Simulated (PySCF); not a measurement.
Ge(H)3(NHtBu), SMILES CC(C)(C)[NH][GeH3] (GFN2-xTB optimised geometry):

```
19

Ge    -0.017     0.748     0.000
N     -0.601     0.050     1.558
C     -0.495    -1.342     1.976
C     -1.578    -2.202     1.313
C      0.884    -1.863     1.588
C     -0.657    -1.394     3.499
H     -0.480     0.059    -1.262
H     -0.534     2.149     0.000
H      1.479     0.748     0.000
H     -1.486     0.433     1.866
H     -1.479    -2.149     0.230
H     -1.486    -3.241     1.621
H     -2.569    -1.844     1.588
H      1.028    -2.875     1.958
H      1.652    -1.218     2.008
H      0.988    -1.868     0.503
H     -0.544    -2.413     3.860
H      0.095    -0.768     3.972
H     -1.641    -1.031     3.791
```

Method: PBE0/def2-SVP in PySCF.

Task: What are the frontier orbital energies and the dipole moment?

Result: HOMO-2 -9.29 eV, HOMO-1 -8.99 eV, HOMO -6.38 eV, LUMO 1.05 eV, LUMO+1 2.10 eV; dipole moment 0.92 D.

On the same geometry PBE/def2-SVP run with PySCF gives HOMO-2 -7.93 eV, HOMO-1 -7.63 eV, HOMO -4.99 eV, LUMO 0.19 eV, LUMO+1 1.23 eV; dipole moment 0.93 D.

Meta-Löwdin charges at PBE0/def2-SVP: Ge1 0.47, N2 -0.54, C3 0.17, C4 -0.31, C5 -0.30, C6 -0.30, H7 -0.10, H8 -0.07, H9 -0.08, H10 0.20, H11 0.10, H12 0.09, H13 0.09, H14 0.10, H15 0.10, H16 0.09, H17 0.10, H18 0.10, H19 0.09.
